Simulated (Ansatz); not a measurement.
```yaml
crystal:
  periodic: [false, false, false]
  atoms:
    - {symbol: Ni, position_ang: [0.793402, -0.837020, 0.747568]}
    - {symbol: Si, position_ang: [0.130829, 1.311787, 0.331712]}
    - {symbol: Si, position_ang: [-0.821503, -0.619697, -1.207775]}
    - {symbol: Si, position_ang: [-1.688659, -0.112838, 1.530702]}
    - {symbol: Si, position_ang: [1.312879, -0.019013, -1.209798]}
basis:
  gaussian: {orbitals: "6-31G*"}
total_charge: 2
hamiltonian: {xc: {name: r2SCAN0}}
scf: {omitted_lower_state_checks: [starts]}
```

```sh
$ ansatz run in.yaml --threads 4 --pin off --events-out ev --progress --plain --max-ram 8704MiB
```

Shortened log:

```
Functional definition: r2SCAN0
995 factors; integrals over basis functions are off by at most 9.8e-4 eV
mean field evaluation 1: about -72443.1552 eV, gradient 2.1e2 eV
mean field evaluation 2: about -71474.8869 eV, gradient 5.2e2 eV
mean field evaluation 4: about -71725.7083 eV, gradient 4.2e2 eV
mean field evaluation 8: about -72513.8381 eV, gradient 3.0e1 eV
mean field evaluation 16: about -72516.0001 eV, gradient 2.0e-1 eV
mean field -72516.00021212 eV, -2664.9138546852 hartree, gradient 1.5e-5 eV, S^2 0.000000; 0 other end points of the search recorded, 0 dependent functions left out
reference -72516.00022184 eV, -2664.9138550424 hartree; 41, 41 occupied and 71, 71 virtual orbitals, 995 factors
Total energy: -72516.00022184 eV, -2664.9138550424 hartree
Checks for a lower state left out: starts
```

Hardware: 4 threads of Arm Neoverse V1 on a shared host. Wall time 7.5 s.

The 6-31G sets use Cartesian d functions. This restricted singlet of an open-shell metal wasn't tested against broken symmetry or higher spin.
